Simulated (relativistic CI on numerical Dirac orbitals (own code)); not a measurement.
## Rh³⁺ (4d6) in a crystal field

Calculated by Dirac-Coulomb-Breit CI, orbitals from a KLI potential per configuration, QED by a radiative potential, valence Slater integrals scaled by 0.8, one configuration in a parametric crystal field (own radial code).

Field parameters in Wybourne normalisation: D3d B²₀ = −7Dσ, B⁴₀ = −14Dq − 21Dτ, B⁴₃ = −14√(10/7) Dq. The field is a parameter set, without covalency.

S is read from ⟨S²⟩ = S(S + 1).

Levels (cm⁻¹, degeneracy): 0 (1), 9476 (2), 9511 (1), 9965 (2), 10027 (2), 10368 (1), 10723 (1), 11451 (2), 11567 (2), 11580 (1), 12618 (1), 12962 (2).

(1) Which field gives this pattern?
A. D3d, 10Dq = 19950, Dσ = -550, Dτ = -270 cm⁻¹
B. D3d, 10Dq = 19950, Dσ = 1200, Dτ = -270 cm⁻¹
C. D3d, 10Dq = 19950, Dσ = -1200, Dτ = -270 cm⁻¹
D. D3d, 10Dq = 19950, Dσ = -330, Dτ = -270 cm⁻¹

Answers

(1) B. D3d, 10Dq = 19950, Dσ = 1200, Dτ = -270 cm⁻¹, ground level with S = 0.13.
